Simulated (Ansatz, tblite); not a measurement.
Removing and adding an electron: the cluster Bi3 (the lowest doublet isomer of a short search). The state is a doublet with charge 0. Geometry: PBE0-D4/def2-SVP. Ansatz, gas phase; energy differences of separate SCF runs; the oxidised species is a singlet (the triplet lies 1.16 eV higher at PBE0-D4/def2-TZVP); the reduced species is a triplet (the singlet lies 0.59 eV higher at PBE0-D4/def2-TZVPD).

Cartesian coordinates in Å:
```
Bi -0.630 1.246 -1.003
Bi -0.134 -1.676 -0.365
Bi 0.764 0.429 1.368
```

In the def2 sets Bi takes a core potential; there is no spin–orbit coupling. The xTB rows come from tblite. The structure comes from a short search, and lower isomers may exist.

```tsv
level	−HOMO (eV)	vertical IE (eV)	−LUMO (eV)	vertical EA (eV)	HOMO–LUMO gap (eV)	IE − EA (eV)	remarks
GFN1-xTB	–	8.78	–	3.46	–	5.32	–
GFN2-xTB	–	10.07	–	3.45	–	6.62	–
PBE-D4/def2-TZVP	4.03	6.32	3.65	–	0.38	–	–
PBE-D4/def2-TZVPD	4.05	–	3.67	1.55	0.38	–	HOMO above zero (-1 triplet)
r2SCAN-D4/def2-TZVP	4.44	6.59	3.43	–	1.01	–	spin-contaminated (⟨S²⟩ 0.98) (doublet)
r2SCAN-D4/def2-TZVPD	4.45	–	3.44	1.65	1.01	–	HOMO above zero (-1 triplet), spin-contaminated (⟨S²⟩ 0.98) (doublet)
PBE0-D4/def2-TZVP	4.94	6.48	2.96	–	1.97	–	spin-contaminated (⟨S²⟩ 0.95) (doublet)
PBE0-D4/def2-TZVPD	4.95	–	2.98	1.66	1.97	–	spin-contaminated (⟨S²⟩ 0.95) (doublet)
```

   A HOMO above zero means that the electron is unbound at that level or that self-interaction error raises the level; the energy of removing that electron tells which. HOMO and LUMO are the levels of the spin that leaves or enters (xTB has no such levels and no spin-polarisation term). Other spin states of the ions may lie lower, which would lower the ionisation energy or raise the affinity. Raw xTB energy differences between charge states are shifted by several eV; the methods need an empirical correction for them.
